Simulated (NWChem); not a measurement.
Species: CH$_{5}$BrOSi; SMILES C[SiH](O)Br

```xyz
9

Si    -0.0875    -1.0806     0.3945
C      1.4749    -1.7872    -0.3075
O     -1.3574    -1.8397    -0.3517
Br    -0.1632     1.1235    -0.0157
H     -0.1790    -1.2015     1.8773
H      1.5231    -2.8696    -0.1102
H      2.3561    -1.3073     0.1433
H      1.5080    -1.6288    -1.3957
H     -2.2450    -1.5505    -0.1195
```
Atoms are numbered in this order, from 1.

Level: PBE0/def2-SVP (NWChem), optimised geometry, unscaled harmonic frequencies. This build's default masses of Se (78.918 u) and Br (79.917 u) are each other's, which moves their modes by up to 0.6 %.

| frequency (cm⁻¹) | IR intensity (km/mol) |
|---|---|
| 145 | 1.5 |
| 162 | 9.1 |
| 205 | 9.5 |
| 265 | 10.9 |
| 294 | 93.5 |
| 417 | 76.1 |
| 665 | 25.1 |
| 728 | 70.5 |
| 742 | 29.4 |
| 840 | 138.0 |
| 854 | 102.6 |
| 877 | 234.8 |
| 952 | 125.5 |
| 1269 | 37.1 |
| 1421 | 6.5 |
| 1423 | 3.7 |
| 2246 | 132.9 |
| 3065 | 0.1 |
| 3173 | 0.5 |
| 3182 | 0.1 |
| 3931 | 120.5 |

```yaml
zero_point_energy: 38.4 kcal/mol
thermal correction to the enthalpy at 298.15 K (with zero-point energy): 43.0 kcal/mol
heat capacity Cv: 21.3 cal/(mol K)
entropy at 298.15 K and 1 atm (symmetry number 1): 80.8 cal/(mol K)
dipole_moment: 1.37 D
```

Rigid rotor and harmonic oscillator.
